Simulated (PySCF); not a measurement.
## SeH₅: fields on a plane

Level of theory: UPBE0/[Se def2-TZVP, H def2-TZVP], no relativity, density fitting, PySCF.

The doublet minimum has Se–H 1.473 Å, Se–H 1.627 Å (×4); H–Se–H 88.0° (×4), H–Se–H 89.9° (×4), H–Se–H 176.0° (×2).

The plane holds Se1 at (0.00, 0.00), H2 at (1.47, 0.00), H3 at (0.06, 1.63), H5 at (0.06, -1.63) Å. Columns run from x = -1.95 to 3.75 Å, rows from y = 4.05 (top) to -3.75 Å, in steps of 0.3 Å. Other isomers or separated fragments may lie lower.

Q: Give the electron density (e/Å³) (cut at 5 e/Å³). Every second row and column.

A: 
```
0.00 0.00 0.00 0.00 0.00 0.00 0.00 0.00 0.00 0.00
0.00 0.00 0.00 0.00 0.00 0.00 0.00 0.00 0.00 0.00
0.00 0.00 0.01 0.02 0.02 0.01 0.00 0.00 0.00 0.00
0.00 0.01 0.05 0.18 0.13 0.03 0.00 0.00 0.00 0.00
0.00 0.02 0.14 1.24 0.62 0.07 0.01 0.00 0.00 0.00
0.01 0.04 0.25 0.85 0.58 0.14 0.04 0.01 0.00 0.00
0.01 0.12 0.75 5.00 1.74 0.67 0.38 0.05 0.00 0.00
0.02 0.15 1.09 5.00 5.00 1.18 1.00 0.07 0.01 0.00
0.01 0.07 0.43 1.16 0.77 0.29 0.13 0.02 0.00 0.00
0.00 0.03 0.18 1.02 0.63 0.10 0.02 0.00 0.00 0.00
0.00 0.01 0.09 0.54 0.34 0.05 0.01 0.00 0.00 0.00
0.00 0.00 0.02 0.06 0.05 0.02 0.00 0.00 0.00 0.00
0.00 0.00 0.00 0.01 0.01 0.00 0.00 0.00 0.00 0.00
0.00 0.00 0.00 0.00 0.00 0.00 0.00 0.00 0.00 0.00
```

Q: Give the electrostatic potential (V) (cut at 20 V). Lower edges of the bins (V): '_' -0.22, '.' -0.10, ':' 0.09, '-' 0.39, '=' 0.86, '+' 1.62, '*' 2.81, '#' 4.70, '%' 7.70, '@' 12.46; top 20.0, each point printed twice.

A: 
```
......______________....................
....__________________..................
..______________________................
..______________________................
..__________....________........::::::::
....____..::------..........::::::::::::
........--==****++--::....::::::::::::::
....::::==**@@@@##++--::::::::::::::::::
::::::--++##@@@@@@**==------------::::::
::----==++##@@@@%%**++====----------::::
----==++**%%@@@@%%##**++++======------::
--==++##%%@@@@@@@@%%##****++++==--------
--==**%%@@@@@@@@@@@@%%%%%%##++====------
==++**%%@@@@@@@@@@@@@@@@@@%%**++==------
==++**%%@@@@@@@@@@@@@@@@@@%%**++==------
--==**%%@@@@@@@@@@@@%%%%%%##++====------
--==++##%%@@@@@@@@%%##****++++==--------
----==++**%%@@@@%%##**++++======------::
::----==++##@@@@%%**++====----------::::
::::::--++##@@@@@@**==------------::::::
....::::==**@@@@##++--::::::::::::::::::
........--==****++--::....::::::::::::::
....____..::------..........::::::::::::
..__________....________........::::::::
..______________________................
..______________________................
....__________________..................
```
